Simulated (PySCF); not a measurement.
A structure optimised at r2SCAN-D4/def2-SVP, used in a PySCF frequency run:

```xyz
14

F     -1.2021     2.0045     0.6537
Si    -0.5283     0.9546    -0.4092
C     -1.3492    -0.7791    -0.3210
N     -0.3356    -1.8331    -0.4347
C      0.7907    -1.6477     0.4863
Si     1.5613     0.1093     0.2231
H     -0.6503     1.5760    -1.7621
H     -2.1259    -0.9351    -1.0874
H     -1.8600    -0.8754     0.6568
H      0.0041    -1.8927    -1.3957
H      0.4188    -1.7449     1.5227
H      1.5190    -2.4617     0.3416
H      2.5369     0.0459    -0.9108
H      2.2146     0.7444     1.4088
```
Charge 0, spin multiplicity 1.

**Question.** Write its SMILES and formula.

**Answer.** F[Si@@H]1CNC[SiH2]1, C2H8FNSi2

**Question.** What are its rotational constants (standard atomic weights)?

**Answer.** 3.1752, 1.9119, 1.3698 GHz
